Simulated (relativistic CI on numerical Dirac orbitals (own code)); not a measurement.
L2,3 absorption of copper in several valence states

Computed multiplet spectra 2p⁶3dⁿ → 2p⁵3dⁿ⁺¹ (Dirac-Coulomb-Breit ions, Slater integrals scaled by 0.8, an assumed crystal field that grows with the charge, no charge transfer; 300 K; Lorentzian 0.4 eV and Gaussian 0.3 eV FWHM at both edges, so that L2 comes out sharper than in experiment). Peaks over 5 % are given in eV from the highest peak in the L3 region of each spectrum (height, largest 100). S of the lowest state is read from ⟨S²⟩, and the branching ratio is the share of L3, cut at the minimum between the edges.

Field parameters in Wybourne normalisation: Td as Oh with Dq negative (B⁴₀ = 21Dq, B⁴₄ = √(5/14) B⁴₀). The field is a parameter set, without covalency.

- Cu³⁺ (d8, Td, 10Dq = -8050 cm⁻¹): S = 1.00, branching ratio 0.91; peaks 0.0 (100), 0.7 (68), 3.0 (17), 3.8 (5), 22.1 (13)
- Cu⁴⁺ (d7, Td, 10Dq = -9850 cm⁻¹): S = 1.50, high spin, branching ratio 0.76; peaks 0.0 (100), 0.6 (84), 1.4 (63), 1.8 (61), 2.8 (29), 3.7 (20), 4.8 (11), 5.6 (10), 20.1 (14), 20.8 (27), 21.6 (48), 23.9 (7), 24.4 (9), 25.4 (6)

Problem. What spin state follows for Cu²⁺ in Td, 10Dq = -6250 cm⁻¹, and does its branching ratio lie nearer 2/3 or nearer 0.8?

Solution. Cu²⁺ (d9, Td, 10Dq = -6250 cm⁻¹): S = 0.50, branching ratio 1.00; peaks 0.0 (100). High-spin states, above all those with an unquenched orbital moment, raise the ratio above the statistical 2/3; low spin and nearly empty shells keep it near or below 2/3.

The centroid of the whole edge, which also moves with the branching ratio, lies at 931.6 (Cu²⁺), 936.3 (Cu³⁺), 943.5 (Cu⁴⁺) eV in this ionic model, in steps of 4.7 to 7.2 eV. Compounds show about 1 to 2 eV a unit and lower energies for the high valences, since ligands screen the charge. The multiplet shape follows the d count and the spin state, and so serves as a fingerprint of valence. For d9 in this field spin-orbit coupling puts the hole into a state that the L2 transition cannot reach; a distortion restores L2.
